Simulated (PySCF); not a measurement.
C7H9NS.
Structure used (PBE0-D3(BJ)/def2-SVP), in Å, numbered top down from 1:
```
atom  x, y, z in Å
N1     3.9028    0.5235   -1.3066
C2     3.0563   -0.0879   -0.8077
C3     1.9644   -0.8376   -0.1979
C4     0.5897   -0.3389   -0.6398
C5     0.2675    1.1045   -0.2393
C6    -1.2499    1.1841   -0.3951
C7    -1.7581   -0.2032   -0.0814
S8    -3.3016   -0.6284    0.1631
C9    -0.5698   -1.1331   -0.0343
H10    2.0905   -1.9019   -0.4550
H11    2.0615   -0.7635    0.8985
H12    0.5314   -0.4151   -1.7395
H13    0.8144    1.8468   -0.8376
H14    0.5488    1.2630    0.8164
H15   -1.7482    1.9468    0.2198
H16   -1.5263    1.4053   -1.4419
H17   -0.7825   -2.0983   -0.5158
H18   -0.3655   -1.3521    1.0310
```

Level: PBE0/def2-SVPD in PySCF, non-relativistic, on one gas-phase PBE0-D3(BJ)/def2-SVP geometry that isn't relaxed in the solvent. The solvent is an IEF-PCM continuum (cavity from Bondi-type radii × 1.2). The model holds no explicit solvent molecules, cavitation or dispersion.

Gas phase at PBE0/def2-SVPD: HOMO -6.57 eV, LUMO -2.32 eV, dipole 1.51 D.

Question: What does the continuum do to the energy, the frontier levels and the dipole at PBE0/def2-SVPD in acetone?

Answer: 
```tsv
solvent	ε	E(solvent) − E(gas) (kcal/mol)	polarisation term (kcal/mol)	distortion of the solute (kcal/mol)	HOMO (eV)	LUMO (eV)	dipole (D)
acetone	20.49	-10.43	-13.32	2.89	-6.59	-2.14	1.96
```

The polarisation term is half the interaction of the solute with the surface charges that it induces; the rest is the cost of distorting the solute's density. The sum is the electrostatic part of solvation alone.

Question: Which radius a makes the point-dipole formula ΔE = −[(ε − 1)/(2ε + 1)]·μ²/a³ give the value in acetone, with the gas-phase dipole?

Answer: μ = 0.594 au and |ΔE| = 0.01662 Eh give a = 1.13 Å; the farthest nucleus lies 3.82 Å from the centroid of the nuclei, so such a sphere wouldn't even hold the nuclei. The formula assumes a rigid point dipole at the centre of a sphere.

Question: Give the dipole vector in the frame of the coordinates (D, pointing from negative to positive charge), gas and acetone.

Answer: Gas (-0.40, -0.98, 1.08), solvent (0.12, -1.35, 1.41). Its length changes by +30 % and its direction by 19°.

Question: How does the static polarisability (PBE0/def2-SVPD, frozen core, with the continuum's full static response) change?

Answer: 
```json
{"medium": "gas", "isotropic (au)": "105.9", "principal values (au)": "77.6, 95.0, 145.1", "⟨r²⟩ of the electrons (bohr²)": "1895.4"}
{"medium": "acetone", "isotropic (au)": "145.2", "principal values (au)": "111.1, 133.8, 190.6", "⟨r²⟩ of the electrons (bohr²)": "1902.3"}
```

The isotropic value in acetone is 1.37 times the gas-phase one; no cavity-field correction is applied. ⟨r²⟩ is taken about the centre of nuclear charge.
